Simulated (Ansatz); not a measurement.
Species: WO, charge 0, multiplicity 3. The spin state was set by rule; other spins were not relaxed. SMILES: [O]=[W]
Geometry from a B3LYP-D3(BJ)/def2-TZVP (Ansatz, a program for electronic structure) optimisation:
```
W
O 1 1.6611
```
Charge 0, spin multiplicity 3.

Wanted: atomisation energy (electronic, to ground-state atoms), in eV. Valence correlation only, unless marked. Open shells are spin-unrestricted. Spin-orbit coupling is left out. Frozen are the shells of the preceding noble gas and the d and f shells that filled before the atom's block. In def2 rows, elements after Kr have scalar-relativistic effective core potentials. The coupled-cluster limit lacks core correlation, which all-electron functionals hold. CBS(X,Y): correlation extrapolated as X^-3; Hartree-Fock from the larger set. The bracket is a focal-point correction in the basis named.

```tsv
level	program	atomisation energy (eV)
PBE-D4/def2-TZVPD	Ansatz + dftd4	8.00
r2SCAN-D4/def2-TZVPD	Ansatz + dftd4	7.13
PBE0/def2-TZVP	Ansatz	7.06
BHLYP-D4/def2-TZVPD	Ansatz + dftd4	6.21
r2SCANh-D4/def2-TZVPD	Ansatz + dftd4	6.85
B2PLYP/def2-TZVPD	Ansatz	7.50
RI-MP2/def2-QZVPP	Ansatz	7.70
RI-MP2/def2-QZVPPD	Ansatz	7.70
CCSD(T)/def2-QZVPPD	Ansatz	7.34
RI-MP2/CBS(def2-TZVPPD,def2-QZVPPD)+[CCSD(T)-MP2]/def2-TZVPPD	Ansatz	7.41
```

The UHF reference is spin-contaminated (<S^2> 0.50 over the pure value in the largest basis). The Hartree-Fock reference is unstable (checked in the largest basis), which strains HF and MP2. The T1 diagnostic of CCSD in the largest basis is 0.073, which is high, so the coupled-cluster rows are less sure than usual.
